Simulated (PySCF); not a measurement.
Structure from 2D NMR

Compound of formula C6H6BClO2. Correlations simulated from computed shifts and the bond graph:

HSQC (one-bond C–H):
```
  δH     δC
8.03  139.4
7.35  130.3
```

COSY cross peaks (H two or three bonds apart, from the bond graph; peaks can be absent where the dihedral angle is near 90°):
```
  δH    δH
8.03  7.35
```

HMBC (two and three bonds, from the bond graph):
```
  δH                          δC
8.03  146.4, 139.4, 130.3, 129.4
7.35  146.4, 139.4, 130.3, 129.4
```

Carbons without hydrogens: δ 146.4, 129.4.

PySCF 2.14 calculation with PBE0-D3(BJ)/def2-SVP structure and NMR shieldings at B97-2/pcSseg-1/GIAO; no relativistic terms, rapidly exchanging positions averaged, no solvent, single conformer.

References, each an isolated molecule treated in the same way: TMS for ¹H (31.38 ppm), ¹³C (183.69 ppm).

Exchangeable hydrogens are left out of these lists.

Which molecule is this?

Results:

`InChI=1S/C6H6BClO2/c8-6-3-1-5(2-4-6)7(9)10/h1-4,9-10H`.

Atom-mapped SMILES (the numbers label the heavy atoms): `[OH:1][B:2]([OH:3])[c:4]1[cH:5][cH:6][c:7]([Cl:8])[cH:9][cH:10]1`. Each H is labelled by its parent atom.

δC 146.4 is C7, an aromatic carbon bearing chlorine. δC 139.4 is C5/C10, an aromatic CH (δH 8.03). δC 130.3 is C6/C9, an aromatic CH (δH 7.35). δC 129.4 is C4, a substituted aromatic carbon. HMBC from δH 8.03 reaches the proton-free carbons C7, C4. HMBC from δH 7.35 reaches the proton-free carbons C7, C4. COSY links 8.03–7.35.

The shifts were computed for this structure.

Exchangeable OH/NH protons stand at their gas-phase positions; hydrogen bonding in a real sample shifts them, mostly to higher δ. A carbon bonded to boron is broadened by the quadrupolar boron nucleus and is often missing from a measured spectrum. Carbons that carry Cl, above all several Cl atoms, come out too deshielded, partly because spin–orbit coupling is missing. Shifts are as computed. Against solution values, carbons near 30 ppm lie about +1 ppm off and those near 130 ppm about +2 ppm. Of 1309 compounds with measured shifts, 239 miss one by over three times the rms of a fit or turn the order of signals round; such compounds aren't used in these exercises.
